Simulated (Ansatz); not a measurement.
Basis sets compared for Hg5⁺ (the lowest doublet isomer of a short search). Charge 1, multiplicity 2. Geometry PBE0/def2-SVP. Ansatz on 4 threads of Arm Neoverse V2 on a shared host; times are rough, and most runs start from earlier orbitals.

Cartesian coordinates in Å:
```
Hg -1.106 1.298 3.297
Hg 3.117 -0.038 2.189
Hg 0.383 0.173 0.842
Hg -0.651 -0.416 -1.798
Hg -1.743 -1.017 -4.530
```

In the def2 sets Hg takes a core potential; there is no spin–orbit coupling. The structure comes from a short search, and lower isomers may exist.

```tsv
level	functions	energy (Eh)	HOMO (eV)	LUMO (eV)	wall time
PBE/def2-SVP	160	-767.4931	-8.99	-8.79	3.7 s
PBE0/def2-SVP	160	-767.2861	-9.51	-8.15	6 s
```

Question: Estimate the rows for PBE/def2-TZVP (with forces), PBE0/def2-TZVP.

Answer: 
```tsv
level	functions	energy (Eh)	HOMO (eV)	LUMO (eV)	wall time
PBE/def2-TZVP (with forces)	215	-767.5261	-8.98	-8.77	7 s
PBE0/def2-TZVP	215	-767.3186	-9.48	-8.09	10 s
```
